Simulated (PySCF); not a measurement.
# Electronic structure of C²⁺ (carbon, charge +2) at the UHF level

Configuration: [He] 2s2, closed-shell 1S. All numbers are calculated (PySCF 2.14, scalar relativity by spin-free X2C-1e, in aug-cc-pVDZ-DK).

| Property | Result |
| --- | --- |
| Total energy | -36.416926 hartree |
| One-electron energy | -44.0832 hartree |
| Hartree (Coulomb) energy | 11.9649 hartree |
| Exchange energy | -4.2986 hartree |
| ⟨S²⟩ | 0.0000 |
| ⟨L²⟩ | 0.000 |
| Sum of ⟨r⟩ | 3.303 bohr |
| Sum of ⟨r²⟩ | 4.699 bohr² |
| Langevin diamagnetic susceptibility | -3.72 ×10⁻⁶ cm³/mol |

```tsv
shell	electrons	mean orbital energy (eV)	rms radius, mean of both spins (bohr)
1s	2	-345.06	0.310
2s	2	-46.115	1.50
```
